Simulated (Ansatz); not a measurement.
Consider the hydrogen abstraction from the Si–H bond: `F[SiH](F)F` + H• → `F[Si](F)F`• + H₂.

Calculated with Ansatz (gas phase, PBE0-D4/def2-TZVP geometries, no zero-point term in ΔE). CBS: MP2 limit from def2 TZ/QZ plus the TZ coupled-cluster correction, frozen cores. This one scheme is used for every species, atoms too. DFT in def2-TZVPP. Open shells (•) are unrestricted, without spin–orbit coupling.

Is it downhill or uphill in electronic energy at CCSD(T)/CBS, and by how much? (Best estimate.)

Computed: Downhill: ΔE = -15.5 kJ/mol.

What do these levels give: PBE0-D4, ωB97M-V, B2PLYP, PBE, CCSD(T)/def2-TZVPP, CCSD/CBS(def2)? (An estimate is asked.)

Computed: PBE0-D4 -19.0, ωB97M-V -11.4, B2PLYP -21.7, PBE -30.3, CCSD(T)/def2-TZVPP -14.9, CCSD/CBS(def2) -15.0 kJ/mol.

Largest T1 diagnostic among the species: 0.014.

At CCSD(T), def2-SVP lies +12.0 kJ/mol from the extrapolated value and def2-TZVPP +0.6 kJ/mol. From BLYP to BHLYP (50 % exact exchange), in def2-TZVPP and without D4, ΔE moves by +24.1 kJ/mol.
